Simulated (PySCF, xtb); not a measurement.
CH₅ClInNO, SMILES [NH2][In]([O]C)[Cl]. The values are those of a single conformer.

Harmonic wavenumbers (cm⁻¹) from GFN2-xTB run with xtb at its own minimum, in rising order: 58, 71, 82, 89, 119, 160, 209, 299, 358, 428, 648, 675, 1034, 1125, 1132, 1402, 1447, 1466, 1471, 2873, 2885, 2926, 3343, 3381.

### Question
What does PBE-D3(BJ)/def2-SVP in PySCF 2.14.0 give at its own minimum? (Estimate from the structure and the level; the computed values follow.)

### Answer
23, 68, 76, 92, 136, 209, 221, 352, 483, 519, 615, 808, 1074, 1125, 1139, 1413, 1414, 1426, 1475, 2880, 2940, 2988, 3403, 3507. Paired by order, the mean absolute difference is 42 cm⁻¹ and the zero-point energies are 39.6 and 40.6 kcal/mol.
